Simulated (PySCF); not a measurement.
ruthenium atom (Ru), quintet (core potentials on Ru); PySCF with PBE0/def2-SVP.

PySCF was given this input:
```python
from pyscf import gto, scf, dft

mol = gto.Mole()
mol.atom = '''
    Ru    0.00000000    0.00000000    0.00000000
'''
mol.basis = 'def2-svp'
mol.ecp = {'Ru': 'def2-svp'}
mol.spin = 4
mol.verbose = 4
mol.build()

mf = dft.UKS(mol)
mf.xc = 'pbe0'
mf.conv_tol = 1e-12
mf.kernel()
mf.analyze()
```

It wrote (shortened):

```
PySCF version 2.14.0

[INPUT] verbose = 4
[INPUT] num. atoms = 1
[INPUT] num. electrons = 16
[INPUT] charge = 0
[INPUT] spin (= nelec alpha-beta = 2S) = 4
[INPUT] symmetry False subgroup None
[INPUT] Mole.unit = angstrom
[INPUT] Symbol           X                Y                Z      unit          X                Y                Z       unit  Magmom
[...]
nuclear repulsion = 0
number of shells = 11
number of NR pGTOs = 57
number of NR cGTOs = 31
basis = def2-svp
ecp = {'Ru': 'def2-svp'}

******** <class 'pyscf.dft.uks.UKS'> ********
method = UKS
initial guess = minao
damping factor = 0
level_shift factor = 0
DIIS = <class 'pyscf.scf.diis.CDIIS'>
diis_start_cycle = 1
diis_space = 8
diis_damp = 0
SCF conv_tol = 1e-12
SCF conv_tol_grad = None
SCF max_cycles = 50
direct_scf = True
direct_scf_tol = 1e-13
number electrons alpha = 10  beta = 6
XC library pyscf.dft.libxc version 7.1.2
    S. Lehtola, C. Steigemann, M. J. T. Oliveira, and M. A. L. Marques,  SoftwareX 7, 1–5 (2018)
XC functionals = pbe0
    C. Adamo and V. Barone,  J. Chem. Phys. 110, 6158 (1999)
    M. Ernzerhof and G. E. Scuseria,  J. Chem. Phys. 110, 5029 (1999)
radial grids:
    Treutler-Ahlrichs [JCP 102, 346 (1995); DOI:10.1063/1.469408] (M4) radial grids

becke partition: Becke, JCP 88, 2547 (1988); DOI:10.1063/1.454033
pruning grids: <function nwchem_prune>
grids dens level: 3
symmetrized grids: False
atomic radii adjust function: <function treutler_atomic_radii_adjust>
small_rho_cutoff = 0
Set gradient conv threshold to 1e-06
tot grids = 22176
init E= -85.6169914295264

cycle= 1 E= -94.6813637910292  delta_E= -9.06  |g|= 0.369  |ddm|= 2.14
cycle= 2 E= -94.6589200192842  delta_E= 0.0224  |g|= 0.463  |ddm|= 1.28
cycle= 3 E= -94.7685269854651  delta_E= -0.11  |g|= 0.0139  |ddm|= 0.561
cycle= 4 E= -94.7691873131616  delta_E= -0.00066  |g|= 0.00793  |ddm|= 0.0572
cycle= 5 E= -94.7698513960851  delta_E= -0.000664  |g|= 0.00562  |ddm|= 0.076
cycle= 6 E= -94.7703623361531  delta_E= -0.000511  |g|= 0.00243  |ddm|= 0.118
cycle= 7 E= -94.7703779045543  delta_E= -1.56e-05  |g|= 0.00146  |ddm|= 0.0106
cycle= 8 E= -94.7703954002652  delta_E= -1.75e-05  |g|= 0.000402  |ddm|= 0.0249
cycle= 9 E= -94.7703961028182  delta_E= -7.03e-07  |g|= 0.000179  |ddm|= 0.00335
cycle= 10 E= -94.7703963826764  delta_E= -2.8e-07  |g|= 0.000129  |ddm|= 0.00204
cycle= 11 E= -94.7703964995173  delta_E= -1.17e-07  |g|= 3.28e-05  |ddm|= 0.00203
cycle= 12 E= -94.7703965072215  delta_E= -7.7e-09  |g|= 2.22e-05  |ddm|= 0.000358
cycle= 13 E= -94.7703965162055  delta_E= -8.98e-09  |g|= 1.55e-05  |ddm|= 0.000387
cycle= 14 E= -94.7703965210068  delta_E= -4.8e-09  |g|= 1.32e-05  |ddm|= 0.00027
cycle= 15 E= -94.7703965227235  delta_E= -1.72e-09  |g|= 1.32e-05  |ddm|= 8.58e-05
cycle= 16 E= -94.7703965232036  delta_E= -4.8e-10  |g|= 1.32e-05  |ddm|= 2.4e-05
cycle= 17 E= -94.7703965241089  delta_E= -9.05e-10  |g|= 1.32e-05  |ddm|= 4.49e-05
cycle= 18 E= -94.7703965242943  delta_E= -1.85e-10  |g|= 1.32e-05  |ddm|= 9.21e-06
cycle= 19 E= -94.7703965040124  delta_E= 2.03e-08  |g|= 1.31e-05  |ddm|= 0.00101
cycle= 20 E= -94.770396417889  delta_E= 8.61e-08  |g|= 1.3e-05  |ddm|= 0.00434
cycle= 21 E= -94.770396390193  delta_E= 2.77e-08  |g|= 1.28e-05  |ddm|= 0.00142
cycle= 22 E= -94.7703961112562  delta_E= 2.79e-07  |g|= 1.86e-05  |ddm|= 0.015
cycle= 23 E= -94.7703960519717  delta_E= 5.93e-08  |g|= 1.99e-05  |ddm|= 0.0034
cycle= 24 E= -94.7703961093824  delta_E= -5.74e-08  |g|= 1.48e-05  |ddm|= 0.00329
cycle= 25 E= -94.7703958424099  delta_E= 2.67e-07  |g|= 2.21e-05  |ddm|= 0.0161
cycle= 26 E= -94.7703958132184  delta_E= 2.92e-08  |g|= 1.17e-05  |ddm|= 0.00194
cycle= 27 E= -94.7703950892995  delta_E= 7.24e-07  |g|= 0.000232  |ddm|= 0.0625
cycle= 28 E= -94.7703951256815  delta_E= -3.64e-08  |g|= 0.000204  |ddm|= 0.00397
cycle= 29 E= -94.7703952151893  delta_E= -8.95e-08  |g|= 9.37e-05  |ddm|= 0.00824
cycle= 30 E= -94.7703951778538  delta_E= 3.73e-08  |g|= 0.000108  |ddm|= 0.00443
cycle= 31 E= -94.7703951670071  delta_E= 1.08e-08  |g|= 0.000124  |ddm|= 0.00106
cycle= 32 E= -94.7703952141072  delta_E= -4.71e-08  |g|= 8.59e-05  |ddm|= 0.00522
cycle= 33 E= -94.7703952560346  delta_E= -4.19e-08  |g|= 4.49e-05  |ddm|= 0.00441
cycle= 34 E= -94.770395272955  delta_E= -1.69e-08  |g|= 3.87e-05  |ddm|= 0.00185
cycle= 35 E= -94.7703953704833  delta_E= -9.75e-08  |g|= 1.6e-05  |ddm|= 0.00989
cycle= 36 E= -94.7703953636492  delta_E= 6.83e-09  |g|= 2.44e-05  |ddm|= 0.00063
cycle= 37 E= -94.7703950963397  delta_E= 2.67e-07  |g|= 7.9e-05  |ddm|= 0.0325
cycle= 38 E= -94.7703950531991  delta_E= 4.31e-08  |g|= 5.33e-06  |ddm|= 0.00934
cycle= 39 E= -94.7703949946746  delta_E= 5.85e-08  |g|= 3.9e-06  |ddm|= 0.0174
cycle= 40 E= -94.7703949855422  delta_E= 9.13e-09  |g|= 2.77e-05  |ddm|= 0.00462
cycle= 41 E= -94.770394986357  delta_E= -8.15e-10  |g|= 8.12e-06  |ddm|= 0.000237
cycle= 42 E= -94.7703949807612  delta_E= 5.6e-09  |g|= 6.45e-06  |ddm|= 0.00392
cycle= 43 E= -94.7703949809278  delta_E= -1.67e-10  |g|= 3.2e-06  |ddm|= 5.23e-05
cycle= 44 E= -94.7703949810085  delta_E= -8.06e-11  |g|= 3.28e-06  |ddm|= 1.8e-05
cycle= 45 E= -94.7703949811171  delta_E= -1.09e-10  |g|= 3.3e-06  |ddm|= 5.06e-05
cycle= 46 E= -94.7703949803548  delta_E= 7.62e-10  |g|= 3.46e-06  |ddm|= 0.00067
cycle= 47 E= -94.7703949807974  delta_E= -4.43e-10  |g|= 3.2e-06  |ddm|= 0.000363
cycle= 48 E= -94.7703949808731  delta_E= -7.57e-11  |g|= 3.2e-06  |ddm|= 3.29e-05
cycle= 49 E= -94.7703949809332  delta_E= -6.01e-11  |g|= 3.2e-06  |ddm|= 3.55e-05
cycle= 50 E= -94.770394981139  delta_E= -2.06e-10  |g|= 3.2e-06  |ddm|= 0.000237
SCF not converged.
SCF energy = -94.770394981139 after 50 cycles  <S^2> = 6.0007934  2S+1 = 5.0003174
**** SCF Summaries ****
Total Energy =                         -94.770394981139034
Nuclear Repulsion Energy =               0.000000000000000
One-electron Energy =                 -165.047999048084364
Two-electron Energy =                   70.277604066945329
Two-electron Coulomb Energy =           80.423675679446816
DFT Exchange-Correlation Energy =      -10.146071612501490
**** MO energy ****
                             alpha | beta                alpha | beta
[...]
spin_pop of  0 Ru 4s        0.00138
spin_pop of  0 Ru 5s        0.98585
spin_pop of  0 Ru 6s        0.01196
spin_pop of  0 Ru 7s        0.00123
spin_pop of  0 Ru 8s       -0.00042
spin_pop of  0 Ru 4px      -0.00035
spin_pop of  0 Ru 4py      -0.00296
spin_pop of  0 Ru 4pz      -0.00296
spin_pop of  0 Ru 5px       0.00016
spin_pop of  0 Ru 5py       0.00171
spin_pop of  0 Ru 5pz       0.00171
spin_pop of  0 Ru 6px       0.00024
spin_pop of  0 Ru 6py       0.00130
spin_pop of  0 Ru 6pz       0.00130
spin_pop of  0 Ru 4dxy      0.68312
spin_pop of  0 Ru 4dyz      0.00945
spin_pop of  0 Ru 4dz^2     0.67953
spin_pop of  0 Ru 4dxz      0.31136
spin_pop of  0 Ru 4dx2-y2    0.55122
spin_pop of  0 Ru 5dxy      0.31611
spin_pop of  0 Ru 5dyz     -0.00432
spin_pop of  0 Ru 5dz^2     0.31441
spin_pop of  0 Ru 5dxz      0.13929
spin_pop of  0 Ru 5dx2-y2   -0.00015
spin_pop of  0 Ru 4f-3     -0.00003
spin_pop of  0 Ru 4f-2     -0.00000
spin_pop of  0 Ru 4f-1     -0.00002
spin_pop of  0 Ru 4f+0     -0.00005
spin_pop of  0 Ru 4f+1     -0.00002
spin_pop of  0 Ru 4f+2     -0.00000
spin_pop of  0 Ru 4f+3     -0.00003
In total            10.00000 | 6.00000
Dipole moment(X, Y, Z, Debye):  0.00000,  0.00000,  0.00000
```

The run did not converge; its last values are not results.
